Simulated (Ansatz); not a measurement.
The cluster Mo2O4⁻, relaxed as a doublet with UKS r2SCAN-D4/def2-SVPD in Ansatz, starting from the GFN1-xTB geometry. Force threshold 0.02 eV/Å.

In the def2 sets Mo takes a core potential; there is no spin–orbit coupling. The structure holds 1 bond(s) between oxygen atoms. The charge -1 doublet is spin-contaminated (final ⟨S²⟩ up to 1.92, 0.75 for a pure state). The relaxation made no stability test and no search for a lower SCF solution. No other spin state of charge -1 was run. Another isomer (quartet) lies 5.14 eV lower at PBE0-D4/def2-TZVPD; other spin states weren't run for this one.

Start:

```xyz
6

Mo   -1.653   -0.082    0.790
Mo    0.608   -0.032   -0.333
O     1.256   -1.562   -0.472
O     1.165    1.330   -1.452
O     0.782    1.782   -0.186
O    -2.157   -1.435    1.653
```

```
        step  energy (eV)  largest force component (eV/Å)  SCF passes
           1  -11891.8790                           4.523          71
           2  -11892.6482                           1.437          50
           3  -11892.7353                           1.919          42
           4  -11892.8628                           0.850          45
           5  -11892.9038                           0.871          44
           6  -11892.9382                           0.312          48
           7  -11892.9495                           0.230          44
           8  -11892.9538                           0.055          39
9 (rejected)  -11892.9518                           0.138          39
          10  -11892.9545                           0.009          35
```

Force components are those of the run's own axes.

End:

Cartesian coordinates in Å:
```
Mo -1.790 -0.031 0.862
Mo 0.480 0.018 -0.236
O 1.189 -1.539 -0.181
O 0.765 1.426 -1.561
O 1.382 1.751 -0.270
O -2.027 -1.626 1.386
```

By distances, no bond broke or formed. The bond that changes most is Mo2–O5, from 1.83 to 1.95 Å (atoms count from 1).

No frequencies were taken in this run, so the end may be a saddle point.

Hardware: 4 threads of Arm Neoverse V2 on a shared host. Wall time 57 s.
